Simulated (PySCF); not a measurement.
A calculated (B97-3, PySCF 2.14, aug-cc-pV5Z, the non-relativistic Hamiltonian (point nucleus)) atom or ion has these occupied shells.

```csv
shell,electrons,orbital energy (eV),"rms radius, mean of both spins (bohr)"
1s β,1,-113.95,0.489
1s α,1,-113.66,0.489
2s β,1,-7.029,2.79
2p α,1,-3.376,3.43
```

**Question.** Name the element and its charge.

**Answer.** Be (beryllium, neutral), in [He] 2s1 2p1, 2s spin antiparallel (an excited configuration).
